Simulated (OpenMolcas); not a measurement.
# O: terms and fine structure

| Item | Value |
| --- | --- |
| Program | OpenMolcas 26.06 |
| Method | SS-CASPT2, IPEA 0.25 Eh, imaginary shift 0.1 Eh (closed shells correlated: 1s 2s) |
| Basis | ANO-RCC-VTZP [4s3p2d1f] |
| Scalar Hamiltonian | DKH2, point nucleus |
| Active space | 4 electrons in 3 orbitals (2p) |
| State averaging | 2S+1 = 3 even, 3 roots; 2S+1 = 1 even, 6 roots |
| Spin-orbit coupling | state interaction with AMFI integrals over the reference wave functions, term energies averaged over their components |

Spin-free terms above the lowest, with the occupations of the reference:

| Configuration | Term | E (cm-1) | Occupations |
| --- | --- | --- | --- |
| 2s2 2p4 | 3P | 0.0 | 2p 4.00 |
| 2s2 2p4 | 1D | 15720 | 2p 4.00 |
| 2s2 2p4 | 1S | 35720 | 2p 4.00 |

With spin-orbit coupling, above the lowest level:

| Configuration | Term | J | E (cm-1) | Measured (cm-1) | g | Term weight % |
| --- | --- | --- | --- | --- | --- | --- |
| 2s2 2p4 | 3P | 2 | 0.0 | 0.0 | 1.501 | 100 |
| 2s2 2p4 | 3P | 1 | 149 | 158 | 1.501 | 100 |
| 2s2 2p4 | 3P | 0 | 222 | 227 |  | 100 |
| 2s2 2p4 | 1D | 2 | 15790 | 15868 | 1.000 | 100 |
| 2s2 2p4 | 1S | 0 | 35790 | 33793 |  | 100 |

Against the 4 measured excited levels shown (NIST Handbook of Basic Atomic Spectroscopic Data) the mean absolute deviation is 520 cm-1; the largest miss in energy is 2s2 2p4 1S0: computed 35790, measured 33793 cm-1 (+5.9 %).

Spin-orbit coupling puts the lowest level 75.0 cm-1 below the lowest spin-free term.

For 3P the intervals divided by the larger J are -73.1, -74.7 cm-1. Landé's interval rule makes them equal in pure LS coupling; they differ by 2 % of their mean. The multiplet is inverted.

Term energies are means over components that CASPT2 splits; among the terms shown or strongly mixed into the levels shown the widest spread is 110 cm-1 (2s2 2p4 1D). With the s shell closed, the reference lacks s² → p² mixing. Computed and measured levels are paired by configuration, term and J; levels that our copy of the source lacks, or whose pairing is in doubt (as where it misses far off the trend of its configuration), stay unpaired and out of the deviations. Only configurations of the active space appear.

The term weight is that of the spin-free term in the level, not the purity of its configuration.
